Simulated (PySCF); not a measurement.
Species: C7H7N.
Z-matrix (Å and degrees, PBE0-D3(BJ)/def2-TZVP geometry), rows numbered from 1:
```
C 
C   1  1.3294
C   2  1.4630  1  126.45
C   3  1.3949  2  123.76  1     5.50
C   4  1.3823  3  119.28  2  -179.79
N   5  1.3313  4  124.09  3     0.02
C   6  1.3271  5  116.69  4    -0.15
C   7  1.3859  6  123.72  5     0.03
H   1  1.0828  2  120.75  3   179.88
H   1  1.0841  2  122.53  3     0.15
H   2  1.0872  1  118.68  3  -179.46
H   4  1.0830  3  121.18  2     0.69
H   5  1.0866  4  119.89  3  -179.88
H   7  1.0866  6  116.24  5  -179.90
H   8  1.0845  3  120.29  2    -0.20
```

Computed with PySCF at wB97X-D/pcSseg-2, non-relativistic, on one gas-phase PBE0-D3(BJ)/def2-TZVP geometry that isn't relaxed in the solvent. The solvent is an IEF-PCM continuum (van der Waals radii × 1.2). Only the electrostatic response of the medium enters.

Gas phase at wB97X-D/pcSseg-2: HOMO -9.05 eV, LUMO 0.07 eV, dipole 2.53 D.

Task: What does the continuum do to the energy, the frontier levels and the dipole at wB97X-D/pcSseg-2 in chloroform?

Result: 
```
   solvent      ε  E(solvent) − E(gas) (kcal/mol)  polarisation term (kcal/mol)  distortion of the solute (kcal/mol)  HOMO (eV)  LUMO (eV)  dipole (D)
chloroform  4.711                           -3.99                         -4.56                                 0.57      -8.99       0.12        3.28
```

The polarisation term is half the interaction of the solute with the surface charges that it induces; the rest is the cost of distorting the solute's density. The sum is the electrostatic part of solvation alone.

Task: Which radius a makes the point-dipole formula ΔE = −[(ε − 1)/(2ε + 1)]·μ²/a³ give the value in chloroform, with the gas-phase dipole?

Result: μ = 0.996 au and |ΔE| = 0.00635 Eh give a = 2.02 Å; the farthest nucleus lies 3.65 Å from the centroid of the nuclei, so such a sphere wouldn't even hold the nuclei. The formula assumes a rigid point dipole at the centre of a sphere.

Note: wB97X-D ran without an empirical dispersion term, which enters the total energy and its gradient alone.
